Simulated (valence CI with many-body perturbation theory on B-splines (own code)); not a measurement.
## E1 line list for Ni23+

Calculated by configuration interaction combined with many-body perturbation theory (CI+MBPT): three valence electrons over a frozen Dirac-Fock core [He], a basis of 11 s, 11 p, 9 d, 7 f, 5 g, 2 h, 1 i functions for each j, with the one-electron correlation potential Σ1, the two-electron term Σ2, the three-electron term Σ3, Breit, model QED; selected CI, second order for the rest (own B-spline code, finite nucleus).

No measured levels were compared; by estimate levels of excited configurations hold to 0.05 to 0.15 % of their energy, terms of the ground configuration to about 0.5 %.

Lines 51 to 100 of 256 in falling wavelength, among levels below 101.63 Ry, chosen from the strongest by gf and those to the six lowest levels. Wavelengths and rates use the calculated energies, so an error of 800 cm⁻¹ moves a line at 140.0 Å by 0.11 % and its rate by three times that or more. Electric multipoles are in the length gauge, E1 and E2 with the static RPA response of the core. Weak lines are less certain than strong ones. Lines between different terms over intervals too small for the method are left out, as are lines whose strength nearly cancels. Where a level lies close to another of its J and parity, the split of strength between their lines is uncertain. The highest levels of a list are the least certain.

Names give the largest LS component (configuration and term), which can be under half, so a name can repeat, a term be missing and a line seem to break the LS rules; names also repeat where a configuration has a term twice. Letters in brackets count levels of one name in rising energy.

```
λ vac (Å)                 Upper             Lower   A (s⁻¹)  log gf  Branch %
    140.0         2p2 3s 4P_5/2  2s 2p 3s 4P°_5/2  9.10e+09   -0.79       0.3
    138.8         2s 2p2 2D_5/2    2s2 2p 2P°_3/2  6.89e+09   -0.92     100.0
    137.1           2p3 2P°_3/2     2s 2p2 2P_3/2  2.42e+10   -0.56      46.5
    135.5           2p3 2D°_3/2     2s 2p2 2D_3/2  7.63e+09   -1.08      27.2
    134.8           2p3 2D°_5/2     2s 2p2 2D_5/2  1.36e+10   -0.65      53.0
    127.8           2p3 2D°_5/2     2s 2p2 2D_3/2  4.92e+09   -1.14      19.1
    125.1        2p2 3p 4D°_7/2   2s 2p 3p 4D_5/2  6.44e+09   -0.92       0.1
    122.7           2p3 4S°_3/2     2s 2p2 4P_5/2  2.08e+10   -0.73      41.6
    120.1         2p2 3s 4P_5/2  2s 2p 3s 4P°_3/2  8.20e+09   -0.97       0.3
    119.9  2s 2p 3d 2F°_7/2 [b]     2s2 3d 2D_5/2  1.43e+10   -0.61       0.1
    118.5         2s 2p2 2D_3/2    2s2 2p 2P°_1/2  1.44e+10   -0.92     100.0
    117.7  2s 2p 3d 2F°_5/2 [c]     2s2 3d 2D_3/2  1.46e+10   -0.74       0.1
    117.2   2s 2p 3p 2D_5/2 [b]    2s2 3p 2P°_3/2  1.92e+10   -0.62       1.1
    116.3  2s 2p 3d 2D°_3/2 [b]     2s2 3d 2D_3/2  2.38e+10   -0.71       0.1
    115.8      2s 2p 3d 2D°_5/2     2s2 3d 2D_5/2  2.57e+10   -0.51       0.1
    115.3  2s 2p 3s 2P°_1/2 [b]     2s2 3s 2S_1/2  2.72e+10   -0.96       0.4
    115.3   2s 2p 3p 2P_3/2 [b]    2s2 3p 2P°_3/2  2.44e+10   -0.71       0.7
    115.1  2s 2p 3s 2P°_3/2 [b]     2s2 3s 2S_1/2  2.16e+10   -0.77       0.3
    114.8   2s 2p 3p 2D_3/2 [b]    2s2 3p 2P°_1/2  2.11e+10   -0.78       0.8
    113.3  2s 2p 3d 2P°_3/2 [b]     2s2 3d 2D_5/2  1.53e+10   -0.93       0.1
    113.1           2p3 4S°_3/2     2s 2p2 4P_3/2  1.57e+10   -0.92      31.5
    111.7  2s 2p 3d 2P°_1/2 [b]     2s2 3d 2D_3/2  3.16e+10   -0.93       0.1
    110.9  2s 2p 3d 2P°_3/2 [c]     2s2 3d 2D_5/2  1.46e+10   -0.97       0.1
    106.6           2p3 2P°_1/2     2s 2p2 2D_3/2  3.43e+10   -0.93      65.3
    104.6         2s 2p2 2P_1/2    2s2 2p 2P°_1/2  4.57e+10   -0.82      99.3
    103.5         2s 2p2 2S_1/2    2s2 2p 2P°_3/2  3.95e+10   -0.90      96.1
    103.5           2p3 4S°_3/2     2s 2p2 4P_1/2  1.26e+10   -1.09      25.2
    102.1         2s 2p2 2P_3/2    2s2 2p 2P°_3/2  5.28e+10   -0.48      88.9
    98.29           2p3 2D°_5/2     2s 2p2 4P_5/2  3.63e+09   -1.50      14.1
    97.13           2p3 2P°_3/2     2s 2p2 2D_3/2  5.50e+09   -1.51      10.6
    95.94           2p3 2D°_3/2     2s 2p2 4P_3/2  4.92e+09   -1.57      17.5
    87.44         2s 2p2 2P_3/2    2s2 2p 2P°_1/2  6.60e+09   -1.52      11.1
    11.15        2s2 3p 2P°_1/2     2s 2p2 2D_3/2  2.19e+11   -2.09      78.0
    10.87      2s 2p 3s 4P°_3/2     2s 2p2 2D_3/2  7.03e+10   -2.30       1.7
    10.86         2p2 3s 2D_3/2       2p3 2P°_3/2  2.64e+12   -0.73      75.5
    10.78  2s 2p 3s 2P°_1/2 [a]     2s 2p2 2D_3/2  1.96e+12   -1.17      67.7
    10.75         2p2 3s 2P_3/2       2p3 2D°_5/2  2.13e+12   -0.83      43.1
    10.74         2p2 3s 2P_1/2       2p3 2D°_3/2  3.24e+12   -0.95      61.3
    10.68  2s 2p 3s 2P°_3/2 [a]     2s 2p2 2D_5/2  2.57e+12   -0.75      64.4
    10.64         2p2 3s 4P_3/2       2p3 4S°_3/2  1.85e+12   -0.90      77.1
    10.64  2s 2p 3s 2P°_3/2 [a]     2s 2p2 2D_3/2  1.79e+11   -1.92       4.5
    10.60         2p2 3s 2D_5/2       2p3 2D°_5/2  2.34e+12   -0.63      52.7
    10.60      2s 2p 3s 4P°_3/2     2s 2p2 4P_5/2  1.95e+12   -0.88      45.9
    10.58         2s2 3s 2S_1/2    2s2 2p 2P°_3/2  2.58e+12   -1.06      68.2
    10.58         2p2 3s 4P_5/2       2p3 4S°_3/2  2.26e+12   -0.64      73.1
    10.56      2s 2p 3s 4P°_1/2     2s 2p2 4P_3/2  3.23e+12   -0.97      80.5
    10.55         2p2 3s 2D_5/2       2p3 2D°_3/2  1.13e+12   -0.94      25.5
    10.55  2s 2p 3d 2F°_5/2 [b]     2s 2p2 2P_3/2  1.85e+12   -0.73       9.2
    10.53         2p2 3d 4F_3/2       2p3 2D°_3/2  1.68e+12   -0.95      41.2
    10.52      2s 2p 3s 4P°_3/2     2s 2p2 4P_3/2  4.30e+11   -1.54      10.1
```

(1) How does gf follow from A for the line at 117.7 Å?

Results:

(1) gf = 1.4992 × (2J+1)_upper × A / σ², with σ = 849329 cm⁻¹ and 2J+1 = 6: gf = 0.182.
